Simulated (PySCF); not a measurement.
## `COC(F)=C=CF`, C$_{4}$H$_{4}$F$_{2}$O

Cartesian coordinates in Å; atom numbers follow the order of the lines, from 1:
```xyz
11

C    -1.621   -0.603   -0.152
O    -1.230    0.087    1.013
C     0.038    0.465    1.080
F     0.240    1.108    2.212
C     0.993    0.258    0.197
C     1.944    0.042   -0.670
F     2.226    0.866   -1.682
H    -2.690   -0.820   -0.043
H    -1.056   -1.544   -0.259
H    -1.451    0.015   -1.049
H     2.611   -0.830   -0.671
```

Theory: TDDFT CAM-B3LYP/def2-TZVPD circular dichroism and optical rotation, one conformer, IEF-PCM chloroform (non-equilibrium linear response, no local-field factor) (PySCF). Geometry: PBE0-D3(BJ)/def2-SVP.

No stereocentre is labelled: unless the shape is locked (an allene, a helicene, a hindered biaryl), the mirror image is equally populated and a measured rotation or CD is zero.

(1) Draw the ECD and absorption spectra from the lowest 12 states, each a Gaussian of half-width 0.35 eV at 1/e height.

Answers

(1) 
| E (eV) | λ (nm) | Δε (L mol⁻¹ cm⁻¹) | ε (L mol⁻¹ cm⁻¹) |
| --- | --- | --- | --- |
| 4.51 | 275 | +0.01 | 3.25 |
| 4.61 | 269 | +0.03 | 6.77 |
| 4.71 | 263 | +0.05 | 12 |
| 4.81 | 258 | +0.08 | 18 |
| 4.91 | 253 | +0.10 | 23 |
| 5.01 | 248 | +0.11 | 25 |
| 5.11 | 243 | +0.10 | 23 |
| 5.21 | 238 | +0.08 | 18.1 |
| 5.31 | 234 | +0.06 | 12.2 |
| 5.41 | 229 | +0.04 | 8.04 |
| 5.51 | 225 | +0.07 | 9.15 |
| 5.61 | 221 | +0.19 | 24.9 |
| 5.71 | 217 | +0.56 | 81 |
| 5.81 | 213 | +1.44 | 236 |
| 5.91 | 210 | +3.17 | 591 |
| 6.01 | 206 | +5.94 | 1270 |
| 6.11 | 203 | +9.41 | 2340 |
| 6.21 | 200 | +12.43 | 3710 |
| 6.31 | 197 | +13.35 | 5060 |
| 6.41 | 193 | +11.01 | 5990 |
| 6.51 | 191 | +5.81 | 6270 |
| 6.61 | 188 | -0.28 | 6080 |
| 6.71 | 185 | -4.90 | 6150 |
| 6.81 | 182 | -6.87 | 7630 |
| 6.91 | 179 | -6.71 | 11600 |
| 7.01 | 177 | -5.90 | 18600 |
| 7.11 | 174 | -5.62 | 27700 |
| 7.21 | 172 | -5.88 | 36600 |
| 7.31 | 170 | -5.68 | 42600 |
| 7.41 | 167 | -3.93 | 43800 |
| 7.51 | 165 | -0.70 | 40300 |
| 7.61 | 163 | +2.41 | 33500 |
| 7.71 | 161 | +3.42 | 25500 |
| 7.81 | 159 | +1.70 | 17700 |
| 7.91 | 157 | -1.37 | 11400 |
| 8.01 | 155 | -3.50 | 6840 |
| 8.11 | 153 | -3.28 | 3970 |
| 8.21 | 151 | -0.88 | 2420 |
| 8.31 | 149 | +2.35 | 1710 |

Δε uses R in velocity form, ε uses f in length form. Only the states computed contribute, so the short-wavelength end is incomplete.
